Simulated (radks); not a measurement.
The numbers below are computed, except where a source is named.
Species: B IV. Configuration: [He].

Code: a radial shooting solver on a logarithmic mesh with Libxc functionals. Model: scalar-relativistic Kohn-Sham, r2SCAN, spin-unpolarised, spherical densities, finite nucleus; meta-GGA in the generalised Kohn-Sham scheme; Fermi nuclear charge, rms radius 2.406 fm.

Energy parts (hartree):
total: -22.04024
kinetic: 22.01431
electron-nucleus: -46.90645
Hartree: 5.79855
exchange-correlation: -2.94665

Orbitals (lengths in bohr, moments of r in powers of bohr; r(max) is where P^2 peaks; r(90%) holds 90 % of the orbital's charge):
orbital  occ.  eigenvalue (hartree)  r(max)  r(90%)   <r^2>
1s          2              -8.61427  0.2098   0.583  0.1429

The highest occupied level is 1s at -234.41 eV. For comparison, the ionisation energy in NIST's Atomic Spectra Database is 259.37 eV (theoretical). In exact Kohn-Sham theory the highest level is minus the ionisation energy, but local and semilocal functionals leave it too shallow, through self-interaction and a potential that decays too fast; potentials with the right tail come closer. The density falls to 0.001 e/bohr^3 at r = 1.22 bohr.
